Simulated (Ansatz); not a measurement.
`C=C[CH2][GaH][Cl]` + H₂O → `C=CCO` + `[Cl][GaH2]`  (formal hydrolysis of a C–Ga bond)

Calculated with Ansatz (gas phase, PBE0-D4/def2-TZVP geometries, no zero-point term in ΔE). CBS: MP2 limit from def2 TZ/QZ plus the TZ coupled-cluster correction, frozen cores. This one scheme is used for every species. DFT in def2-TZVPP. B3LYP here is the variant with VWN-RPA as its local correlation; programs differ in this. For Ga outer-core shells are correlated without core-valence functions, which leaves a few kJ/mol of doubt a bond. Scalar relativity is left out up to krypton. One conformer a species, not always the lowest.

```json
{"level": "revPBE-D4", "ΔE (kcal/mol)": "20.2", "difference from CCSD(T)/CBS": "-1.8"}
{"level": "BLYP-D4", "ΔE (kcal/mol)": "19.2", "difference from CCSD(T)/CBS": "-2.8"}
{"level": "r2SCAN-D4", "ΔE (kcal/mol)": "19.8", "difference from CCSD(T)/CBS": "-2.2"}
{"level": "B97M-V", "ΔE (kcal/mol)": "17.0", "difference from CCSD(T)/CBS": "-5.0"}
{"level": "PBE0-D4", "ΔE (kcal/mol)": "19.9", "difference from CCSD(T)/CBS": "-2.1"}
{"level": "B3LYP-D4", "ΔE (kcal/mol)": "19.1", "difference from CCSD(T)/CBS": "-2.9"}
{"level": "ωB97M-V", "ΔE (kcal/mol)": "18.5", "difference from CCSD(T)/CBS": "-3.5"}
{"level": "BLYP", "ΔE (kcal/mol)": "16.2", "difference from CCSD(T)/CBS": "-5.8"}
{"level": "B3LYP", "ΔE (kcal/mol)": "16.5", "difference from CCSD(T)/CBS": "-5.5"}
{"level": "BHLYP", "ΔE (kcal/mol)": "15.9", "difference from CCSD(T)/CBS": "-6.1"}
{"level": "RPA@PBE/def2-TZVPP", "ΔE (kcal/mol)": "18.7", "difference from CCSD(T)/CBS": "-3.3"}
{"level": "HF/def2-SVP", "ΔE (kcal/mol)": "10.5", "difference from CCSD(T)/CBS": "-11.5"}
{"level": "MP2/def2-TZVPP", "ΔE (kcal/mol)": "23.4", "difference from CCSD(T)/CBS": "1.4"}
{"level": "CCSD/def2-TZVPP", "ΔE (kcal/mol)": "19.5", "difference from CCSD(T)/CBS": "-2.5"}
{"level": "HF/def2-QZVPP", "ΔE (kcal/mol)": "12.9", "difference from CCSD(T)/CBS": "-9.1"}
{"level": "CCSD/CBS(def2)", "ΔE (kcal/mol)": "21.1", "difference from CCSD(T)/CBS": "-0.9"}
{"level": "CCSD(T)/CBS", "ΔE (kcal/mol)": "22.0", "difference from CCSD(T)/CBS": "0"}
```

Largest T1 diagnostic among the species: 0.012.

The D4 term adds +2.6 kcal/mol with B3LYP and +1.5 kcal/mol with PBE0; it sums over pairs of atoms, weighted by their polarisabilities, and B3LYP, whose exchange is more repulsive, gets the larger term. At CCSD(T), def2-SVP lies −7.0 kcal/mol from the extrapolated value and def2-TZVPP −1.6 kcal/mol. Leaving LDA and LC-ωPBE aside and taking each functional with its dispersion term where it has one, the values, not all of them listed here, spread over 3.4 kcal/mol, from B97M-V to PBE-QIDH.
